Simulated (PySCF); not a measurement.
**Polarisability and C₆ of Os²⁺ (osmium, charge +2)**

[Xe] 4f14 5d6, high-spin 5D determinant. Calculation: PySCF 2.14, in aug-cc-pVTZ-PP with one added diffuse shell each of s, p, d, f, g type with ECP60MDF (7s7p6d4f3g, 113 functions); scalar relativity through the core potential. Coupled (time-dependent) response in atomic units; α is the mean over directions.

| method | mean α (bohr³) | α xx, yy, zz | C₆ (like pair) | S(−4) |
| --- | --- | --- | --- | --- |
| UHF | 10.48 | 10.71, 10.71, 10.01 | 65.76 | 30.87 |

S(−4) is the Cauchy moment in α(ω) = α(0) + S(−4) ω² + …

Spin-orbit coupling is absent.

α(iu) at UHF:

```json
{"u (hartree)": "0", "α(iu) (bohr³)": "10.48"}
{"u (hartree)": "0.0500", "α(iu) (bohr³)": "10.40"}
{"u (hartree)": "0.100", "α(iu) (bohr³)": "10.18"}
{"u (hartree)": "0.200", "α(iu) (bohr³)": "9.457"}
{"u (hartree)": "0.300", "α(iu) (bohr³)": "8.569"}
{"u (hartree)": "0.500", "α(iu) (bohr³)": "6.920"}
{"u (hartree)": "0.750", "α(iu) (bohr³)": "5.372"}
{"u (hartree)": "1.00", "α(iu) (bohr³)": "4.268"}
{"u (hartree)": "1.50", "α(iu) (bohr³)": "2.855"}
{"u (hartree)": "2.00", "α(iu) (bohr³)": "2.023"}
{"u (hartree)": "3.00", "α(iu) (bohr³)": "1.148"}
{"u (hartree)": "5.00", "α(iu) (bohr³)": "0.4991"}
```

For an ion, C₆ is the dispersion term alone; charge-induced terms of lower order in 1/R come first.

The components differ because the open shell of this determinant is not spherical; for a pure term their mean is the scalar polarisability.

Energies and moments cover only the electrons outside the core potential. Spin-orbit coupling, absent here, splits the open shell strongly.
